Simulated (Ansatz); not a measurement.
Reactions of Cl₂FHSn, SMILES `[F][SnH]([Cl])[Cl]`.

Isolated molecules relaxed with PBE0-D4/def2-TZVP in Ansatz; ΔE leaves out vibrations. CBS: MP2 limit from def2 TZ/QZ plus the TZ coupled-cluster correction, frozen cores. This one scheme is used for every species, atoms too. DFT in def2-TZVPP. No spin–orbit coupling; open shells (•) take unrestricted orbitals. Spin–orbit coupling would lower the free atoms: a little for F. Elements past krypton have def2 core potentials. Bonds to Sn are less sure, by a few kJ/mol each and by 10 to 20 or more in all where they break to atoms, as the def2 sets lack core-valence functions. Each species was taken in one conformer, which may not be the lowest.

```
                                                reaction  CCSD(T)/CBS(def2) (kJ/mol)
   `[F][SnH]([Cl])[Cl]` + H• → `[F][Sn]([Cl])[Cl]`• + H₂                        -138
`[F][SnH]([Cl])[Cl]` + HCl → `[Cl][SnH]([Cl])[Cl]` + H–F                         -37
`[F][SnH]([Cl])[Cl]` + NH₃ → `[NH2][SnH]([F])[Cl]` + HCl                          77
  `[F][SnH]([Cl])[Cl]` + F• → `[F][Sn]([Cl])[Cl]`• + H–F                           ?
```

Q: Fill in the missing values. (Estimate.)

A: Ansatz gave: `[F][SnH]([Cl])[Cl]` + F• → `[F][Sn]([Cl])[Cl]`• + H–F: -273.6 kJ/mol.

Largest T1 diagnostic: 0.016, for `[F][Sn]([Cl])[Cl]`•.
